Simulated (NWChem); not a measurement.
# azulene (C₁₀H₈); SMILES c1ccc2cccc-2cc1

Not confirmed as a minimum by frequencies.

**Question.** Give the equilibrium geometry at PBE-D3(BJ)/def2-SVP (NWChem) as a Z-matrix, with the point group.

**Answer.** point group C2v; any orientation.
```
C
C 1 1.3998
H 2 1.1041 1 115.11
C 2 1.4060 3 115.81 1 180.00
H 4 1.1019 2 115.72 3 0.00
C 4 1.4059 5 115.65 2 180.00
H 6 1.1032 4 115.10 5 0.00
C 6 1.4059 7 115.10 4 180.00
H 8 1.1019 6 115.65 7 0.00
C 8 1.4060 9 115.72 6 180.00
C 10 1.3998 8 129.08 9 180.00
H 10 1.1041 11 115.11 1 180.00
C 1 1.4142 2 125.98 3 0.00
H 13 1.0976 1 125.08 2 0.00
C 13 1.4132 14 126.45 1 180.00
H 15 1.0992 13 125.09 14 0.00
C 15 1.4132 16 125.09 13 180.00
H 17 1.0976 15 126.45 16 0.00
```
